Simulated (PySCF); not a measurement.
## Two probes of the same atoms: core binding energy and nuclear shielding

C7H10OSi.
Numbering: `[CH2:1]=[C:2]1[CH:3]=[CH:4]/[C:5]1=[C:6](/[CH3:7])[O:8][SiH3:9]`

Geometry (PBE0-D3(BJ)/def2-SVP, Å), atoms numbered from 1 in this order:
```xyz
19
C7H10OSi angstrom
C     -2.8637   -0.8417    0.4115
C     -2.1179    0.2427    0.1871
C     -2.3867    1.6945    0.0608
C     -1.0710    1.9814   -0.1469
C     -0.6683    0.5694   -0.0446
C      0.4964   -0.0912   -0.1406
C      0.6532   -1.5683   -0.0105
O      1.6197    0.6310   -0.4013
Si     3.2367    0.2367   -0.2275
H     -3.9442   -0.7519    0.5480
H     -2.4340   -1.8439    0.4659
H     -3.2986    2.2908    0.1137
H     -0.5093    2.8997   -0.3229
H      1.0511   -2.0054   -0.9417
H     -0.3053   -2.0501    0.2130
H      1.3577   -1.8237    0.8006
H      3.9794    1.4445   -0.6719
H      3.6071   -0.9342   -1.0778
H      3.5635   -0.0776    1.1967
```

Binding energies: delta-SCF UKS SCAN, pcX-2 on the ionised atom, pcseg-1 elsewhere, spin-free X2C in PySCF 2.14.0. Shieldings: GIAO HF/pcSseg-1, non-relativistic, same geometry.

```
atom  isotropic shielding (ppm)
  C1                       91.7
  C2                       35.3
  C3                       43.8
  C4                       33.1
  C5                       65.7
  C6                       52.7
  C7                      174.6
```

Question: What are the C 1s binding energies of these atoms?

Answer: 
| atom | environment | C 1s (eV) | isotropic shielding (ppm) |
| --- | --- | --- | --- |
| C1 | terminal =CH2 carbon | 289.55 | 91.7 |
| C3 | alkene CH carbon | 289.66 | 43.8 |
| C5 | fully substituted alkene carbon | 289.83 | 65.7 |
| C4 | alkene CH carbon | 289.97 | 33.1 |
| C2 | fully substituted alkene carbon | 290.50 | 35.3 |
| C7 | allylic carbon | 290.97 | 174.6 |
| C6 | vinylic carbon bearing oxygen | 291.51 | 52.7 |

Question: Among the listed atoms, is the one with the highest binding energy also the least shielded?

Answer: No. The highest binding energy is at C6 (291.51 eV, shielding 52.7 ppm), the lowest shielding at C4 (33.1 ppm, 289.97 eV).

Over these 7 sites the two quantities correlate at r = 0.26. By binding energy: C1 < C3 < C5 < C4 < C2 < C7 < C6. By shielding: C4 < C2 < C3 < C6 < C5 < C1 < C7.

Spin contamination (⟨S²⟩ against 0.75 for a pure doublet) is marked for C 1s of C2 (0.95), C 1s of C4 (0.90), C 1s of C5 (0.88) and C 1s of C6 (0.92), which makes these values less certain. Isolated species at its PBE0-D3(BJ)/def2-SVP geometry (one conformer only).
